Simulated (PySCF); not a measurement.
## Electron correlation in Cl⁺ (chlorine, charge +1)

[Ne] 3s2 3p4, high-spin 3P determinant. All numbers are calculated (PySCF 2.14, the spin-free X2C one-electron Hamiltonian (Gaussian nucleus), in cc-pVDZ-DK (4s3p1d, 18 functions)). Frozen: [Ne]; 6 electrons correlated.

MP2 pair energies summed by pair of shells (mhartree):

```tsv
pair	energy	share (%)
3p-3p	-42.44	48.6
3s-3p	-37.84	43.3
3s-3s	-7.11	8.1
```

Total MP2 correlation energy: -87.40 mhartree.

Same-spin part -21.48 and opposite-spin part -65.92 mhartree; SCS-MP2 scales them by 1/3 and 6/5 to -86.26 mhartree.

| level | correlation energy (mhartree) |
| --- | --- |
| CCSD | -106.44 |
| (T) | -1.07 |
| CCSD(T) | -107.51 |

Diagnostics: T1 = 0.0061, D1 = 0.0207, largest double amplitude 0.052.

Cost of the coupled-cluster step: 0.08 s of wall time on 1 thread of Intel(R) Xeon(R) Platinum 8488C (shared host), for 6 correlated electrons.
